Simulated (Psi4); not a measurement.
boron atom (B), doublet; B3LYP/6-31G** (Psi4 1.11).

Psi4 was given this input:
```
memory 2 GB

molecule {
0 2
  B     0.00000000    0.00000000    0.00000000
}

set basis 6-31g**
set reference uks

energy('b3lyp')
print_variables()
```

What the program printed (banner, timings and long lists left out):

```
   => Loading Basis Set <=

    Name: 6-31G**
    Role: ORBITAL
    Keyword: BASIS

         ---------------------------------------------------------
                                   SCF
               by Justin Turney, Rob Parrish, Andy Simmonett
                          and Daniel G. A. Smith
                              UKS Reference
         ---------------------------------------------------------

  ==> Geometry <==

    Molecular point group: d2h
    Geometry (in Angstrom), charge = 0, multiplicity = 2:

       Center              X                  Y                   Z               Mass
    ------------   -----------------  -----------------  -----------------  -----------------
         B            0.000000000000     0.000000000000     0.000000000000    11.009305360000

  Running in d2h symmetry.

  Rotational constants: A = ************  B = ************  C = ************ [cm^-1]
  Rotational constants: A = ************  B = ************  C = ************ [MHz]
  Nuclear repulsion =    0.000000000000000

  Charge       = 0
  Multiplicity = 2
  Electrons    = 5
  Nalpha       = 3
  Nbeta        = 2

  ==> Algorithm <==

  SCF Algorithm Type is DF.
  DIIS enabled.
  MOM disabled.
  Fractional occupation disabled.
  Guess Type is CORE.
  Energy threshold   = 1.00e-06
  Density threshold  = 1.00e-06
  Integral threshold = 1.00e-12

  ==> Primary Basis <==

  Basis Set: 6-31G**
    Blend: 6-31G**
    Number of shells: 6
    Number of basis functions: 15
    Number of Cartesian functions: 15
    Spherical Harmonics?: false
    Max angular momentum: 2

  ==> DFT Potential <==

   => LibXC <=

    Version 7.1.2
    S. Lehtola, C. Steigemann, M. J. T. Oliveira, and M. A. L. Marques,  SoftwareX 7, 1–5 (2018) (10.1016/j.softx.2017.11.002)

   => Composite Functional: B3LYP <=

    B3LYP Hyb-GGA Exchange-Correlation Functional

    P. J. Stephens, F. J. Devlin, C. F. Chabalowski, and M. J. Frisch,  J. Phys. Chem. 98, 11623 (1994) (10.1021/j100096a001)

    Deriv               =              1
    GGA                 =           TRUE
    Meta                =          FALSE

    Exchange Hybrid     =           TRUE
    MP2 Hybrid          =          FALSE

   => Exchange Functionals <=

    0.0800   Slater exchange
    0.7200         Becke 88

   => Exact (HF) Exchange <=

    0.2000               HF

   => Correlation Functionals <=

    0.1900   Vosko, Wilk & Nusair (VWN5_RPA)
    0.8100   Lee, Yang & Parr

   => LibXC Density Thresholds  <==

    XC_HYB_GGA_XC_B3LYP:  1.00E-15

   => Molecular Quadrature <=

    Radial Scheme          =       TREUTLER
    Pruning Scheme         =           NONE
    Nuclear Scheme         =       TREUTLER

    Blocking Scheme        =         OCTREE
    BS radius alpha        =              1
    Pruning alpha          =              1
    Radial Points          =             75
    Spherical Points       =            302
    Total Points           =          20838
    Total Blocks           =            216
    Max Points             =            256
    Max Functions          =             15
    Weights Tolerance      =       1.00E-15

   => Loading Basis Set <=

    Name: (6-31G** AUX)
    Role: JKFIT
    Keyword: DF_BASIS_SCF

  ==> Integral Setup <==

  SCF_SUBTYPE=INCORE selected. In-core MEM_DF algorithm will be used.
  Using in-core AOs.

  ==> MemDFJK: Density-Fitted J/K Matrices <==

    J tasked:                   Yes
    K tasked:                   Yes
    wK tasked:                   No
    Algorithm:                 Core
    Schwarz Cutoff:           1E-12
    Mask sparsity (%):       0.0000
    Fitting Condition:        1E-10

   => Auxiliary Basis Set <=

  Basis Set: (6-31G** AUX)
    Blend: CC-PVDZ-JKFIT
    Number of shells: 24
    Number of basis functions: 81
    Number of Cartesian functions: 81
    Spherical Harmonics?: false
    Max angular momentum: 3

  Minimum eigenvalue in the overlap matrix is 3.0714844946E-02.
[...]
     Au         0       0       0       0       0       0
     B1u        2       2       0       0       0       0
     B2u        2       2       0       0       0       0
     B3u        2       2       1       0       0       1
   -------------------------------------------------------
    Total      15      15       3       2       2       1
   -------------------------------------------------------

  ==> Iterations <==

                           Total Energy        Delta E     RMS |[F,P]|

   @DF-UKS iter   1:   -23.56515294688676   -2.35652e+01   2.13648e-01 ADIIS
   @DF-UKS iter   2:   -24.58044624202867   -1.01529e+00   4.68003e-02 ADIIS/DIIS
   @DF-UKS iter   3:   -24.65205620891886   -7.16100e-02   8.13031e-03 ADIIS/DIIS
   @DF-UKS iter   4:   -24.65435153453446   -2.29533e-03   2.65276e-04 ADIIS/DIIS
   @DF-UKS iter   5:   -24.65435520669660   -3.67216e-06   2.89023e-05 DIIS
   @DF-UKS iter   6:   -24.65435524477814   -3.80815e-08   1.53140e-06 DIIS
   @DF-UKS iter   7:   -24.65435524492447   -1.46333e-10   1.45957e-07 DIIS
  Energy and wave function converged.

  ==> Post-Iterations <==

   Electrons on quadrature grid:
      Nalpha   =    3.0000000000 ; deviation = -5.431e-12
      Nbeta    =    2.0000000000 ; deviation = -5.431e-12
      Ntotal   =    5.0000000000 ; deviation = -1.086e-11

   @Spin Contamination Metric:   1.610450838E-03
   @S^2 Expected:                7.500000000E-01
   @S^2 Observed:                7.516104508E-01
   @S   Expected:                5.000000000E-01
   @S   Observed:                5.000000000E-01

    Orbital Energies [Eh]
    ---------------------

    Alpha Occupied:

[...]
    Alpha Virtual:

[...]
    Beta Occupied:

[...]
    Beta Virtual:

[...]
       6Ag     3.268826

    Final Occupation by Irrep:
             Ag   B1g   B2g   B3g    Au   B1u   B2u   B3u
    DOCC [     2,    0,    0,    0,    0,    0,    0,    0 ]
    SOCC [     0,    0,    0,    0,    0,    0,    0,    1 ]
    NA   [     2,    0,    0,    0,    0,    0,    0,    1 ]
    NB   [     2,    0,    0,    0,    0,    0,    0,    0 ]

  @DF-UKS Final Energy:   -24.65435524492447

   => Energetics <=

    Nuclear Repulsion Energy =              0.0000000000000000
    One-Electron Energy =                 -32.4605161057855014
    Two-Electron Energy =                  10.9621804041021615
    DFT Exchange-Correlation Energy =      -3.1560195432411304
    Empirical Dispersion Energy =           0.0000000000000000
    VV10 Nonlocal Energy =                  0.0000000000000000
    Total Energy =                        -24.6543552449244672

  UHF NO Occupations:
  HONO-2 :    1 Ag 1.9999999
  HONO-1 :    2 Ag 1.9991946
  HONO-0 :    1B3u 1.0000000
  LUNO+0 :    3 Ag 0.0008054
  LUNO+1 :    4 Ag 0.0000001
  LUNO+2 :    5 Ag 0.0000000
  LUNO+3 :    2B2u 0.0000000

Computation Completed

Properties will be evaluated at   0.000000,   0.000000,   0.000000 [a0]

Properties computed using the SCF density matrix

 Multipole Moments:

 ------------------------------------------------------------------------------------
     Multipole            Electronic (a.u.)      Nuclear  (a.u.)        Total (a.u.)
 ------------------------------------------------------------------------------------

 L = 1.  Multiply by 2.5417464519 to convert [e a0] to [Debye]
 Dipole X            :          0.0000000            0.0000000            0.0000000
 Dipole Y            :          0.0000000            0.0000000            0.0000000
 Dipole Z            :          0.0000000            0.0000000            0.0000000
 Magnitude           :                                                    0.0000000

 ------------------------------------------------------------------------------------

  Variable Map:
  ----------------------------------------------------------------------------
[...]
  Array Variable Map:
  ----------------------------------------------------------------------------
[...]
[...]
```
